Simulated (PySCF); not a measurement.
```xyz
4
charge 0 multiplicity 2, angstrom
Cu   -0.0095   -0.0918    0.3503
H     0.1545    0.5987    1.6667
O    -0.0197    0.2971   -1.3753
H     0.8445    0.4162   -1.7803
```

Computed with UPBE0/[Cu def2-TZVP, H def2-TZVP, O def2-TZVP], no relativity, density fitting, PySCF.

This geometry of HCu(OH) is a stationary point at this level.

What is the point group?

C1.

Is it a minimum?

Yes: all harmonic wavenumbers are real.

List the harmonic modes with their infrared intensities.


```json
{"symmetry": "a", "ω (cm⁻¹)": "353", "IR (km/mol)": "70.8"}
{"symmetry": "a", "ω (cm⁻¹)": "497", "IR (km/mol)": "132"}
{"symmetry": "a", "ω (cm⁻¹)": "635", "IR (km/mol)": "48.1"}
{"symmetry": "a", "ω (cm⁻¹)": "677", "IR (km/mol)": "82.8"}
{"symmetry": "a", "ω (cm⁻¹)": "1884", "IR (km/mol)": "73.4"}
{"symmetry": "a", "ω (cm⁻¹)": "3870", "IR (km/mol)": "106"}
```

What is the atomisation energy, with and without zero-point energy?

890 kJ/mol without, 843 kJ/mol with.

Only a few start shapes were tried, so a lower isomer may exist. With open d or f shells other occupations or spin states may lie lower.
